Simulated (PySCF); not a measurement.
What settings do to a single point of [Dy(H2O)]3+

The sound run of [Dy(H2O)]3+ (singlet in the valence; each metal's 4f electrons, 9 of them, lie in its core potential, out of spins and levels) uses PySCF 2.14.0, RKS PBE, Dy lcecp-1-SVP with ECP55, O def2-SVP, H def2-SVP; non-relativistic Hamiltonian with scalar-relativistic core potentials where named; density fitting; no spin-orbit coupling, grid (50, 194), threshold 1e-8 Eh and 55 cycles, at the relaxed geometry:

```xyz
4

Dy    0.0000    0.0000   -0.0707
O     0.0000    0.0000    2.1069
H     0.7902    0.0000    2.7455
H    -0.7902    0.0000    2.7455
```

There Dy1 has a Mulliken charge of 2.49 e and the dipole about the centre of mass is 3.75 D. Each run below changes one thing and starts from free metal ions and neutral atoms unless it says otherwise; with 55 cycles, smearing, a level shift and second-order steps follow where DIIS fails, and their cycles count. Energy shifts count from the sound run. On f atoms grids over 110 angular points are at least (60, 302).

```json
{"change": "O2 put 0.8 Å from Dy1, limit 66 cycles", "outcome": "not converged", "cycles": "66", "energy shift (eV)": "–", "largest force component (eV/Å)": "–", "charge on Dy1 (e)": "–", "dipole about the centre of mass (D)": "–"}
{"change": "start from a density of up to 30 smeared cycles (not counted)", "outcome": "converged", "cycles": "6", "energy shift (eV)": "0.0000", "largest force component (eV/Å)": "0.00", "charge on Dy1 (e)": "2.49", "dipole about the centre of mass (D)": "3.75"}
```

Task: One further run converged with energy shift (eV) 0.16, largest force component (eV/Å) 1.35, charge on Dy1 (e) 2.50, dipole about the centre of mass (D) 3.87. Which change was it?
A. threshold 0.001
B. charge changed by -3, spin kept, limit 98 cycles
C. all coordinates × 1.05

Result: C.

Task: And the other changes listed?

Result: 
| change | outcome | cycles | energy shift (eV) | largest force component (eV/Å) | charge on Dy1 (e) | dipole about the centre of mass (D) |
| --- | --- | --- | --- | --- | --- | --- |
| threshold 0.001 | converged | 8 | 0.0001 | 0.02 | 2.48 | 3.76 |
| charge changed by -3, spin kept, limit 98 cycles | refused | – | – | – | – | – |

Forces carry noise of the integration grid, about 0.01 to 0.03 eV/Å.

An lcecp potential fixes the number of 4f electrons, so in runs with it no electron can move into or out of that shell.
